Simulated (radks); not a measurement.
Species: the iodine ion I3+. Configuration: [Kr] 4d10 5s2 5p2. All-electron calculation, Dirac Kohn-Sham, PBE, spin-unpolarised, spherical densities, finite nucleus; open shells fill j = l - 1/2 first; Fermi nuclear charge, rms radius 4.75 fm. Program: a radial shooting solver on a logarithmic mesh with Libxc functionals. Some entries of the table are withheld. Estimate them.

orbital  occ.  eigenvalue (Ry)  <1/r> (bohr^-1)  <r^2> (bohr^2)
1s1/2       2        -2424.768            56.84        0.001005
2s1/2       2        -376.5148            13.26         0.01613
2p1/2       2        -353.4203              (1)             (2)
2p3/2       4        -331.4633              (3)             (4)
3s1/2       2        -77.87935            4.730          0.1127
3p1/2       2        -68.32867            4.641          0.1074
3p3/2       4        -64.19633            4.387          0.1155
3d3/2       4        -47.36801            4.241         0.09721
3d5/2       6        -46.49906            4.176         0.09955
4s1/2       2        -15.60214              (5)          0.6181
4p1/2       2        -12.26772              (6)          0.6794
4p3/2       4        -11.46199              (7)          0.7295
4d3/2       4              (8)            1.460          0.9670
4d5/2       6              (9)            1.439          0.9906
5s1/2       2         -3.39480           0.7147           3.761
5p1/2       2         -2.57739           0.6258           4.821
5p3/2       0         -2.47148           0.6024           5.148

Answer. 
(1) 2p1/2 <1/r> (bohr^-1): 13.25
(2) 2p1/2 <r^2> (bohr^2): 0.01193
(3) 2p3/2 <1/r> (bohr^-1): 12.22
(4) 2p3/2 <r^2> (bohr^2): 0.01322
(5) 4s1/2 <1/r> (bohr^-1): 1.901
(6) 4p1/2 <1/r> (bohr^-1): 1.791
(7) 4p3/2 <1/r> (bohr^-1): 1.709
(8) 4d3/2 eigenvalue (Ry): -6.09694
(9) 4d5/2 eigenvalue (Ry): -5.97000
